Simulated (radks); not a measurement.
Q: These are the eigenvalues of the occupied orbitals of an atom or ion with whole-number occupations (hartree). Method: Dirac Kohn-Sham, relativistic LDA (MacDonald-Vosko exchange, VWN5 correlation), spin-unpolarised, spherical densities, finite nucleus; Fermi nuclear charge, rms radius of each element as measured or else 0.836 A^(1/3) + 0.57 fm; computed with a radial shooting solver on a logarithmic mesh with Libxc functionals.

1s1/2: -2856.737
2s1/2: -502.7534
2p1/2: -482.4309
2p3/2: -419.7453
3s1/2: -118.7344
3p1/2: -109.5082
3p3/2: -95.71474
3d3/2: -80.20266
3d5/2: -77.21157
4s1/2: -26.08943
4p1/2: -22.15756
4p3/2: -18.86192
4d3/2: -12.37818
4d5/2: -11.76196
5s1/2: -4.49469
4f5/2: -3.44095
4f7/2: -3.31392
5p1/2: -3.22966
5p3/2: -2.67677
5d3/2: -0.99590
5d5/2: -0.94037

Which element is it, and in what charge state? The configuration may be excited. Open shells, if any, are shared by 2j + 1.

A: Z = 78, platinum, charge +2: Pt2+ in [Xe] 4f14 5d8. The list shows which subshells hold electrons but not how many an open one holds; the 1s level, -2856.7 hartree, gives Z - s = 75.6 by -(Z - s)^2/2, which with screening and relativity narrows Z to a few neighbours, and the depths of the outer levels then fix element, charge and occupations together.
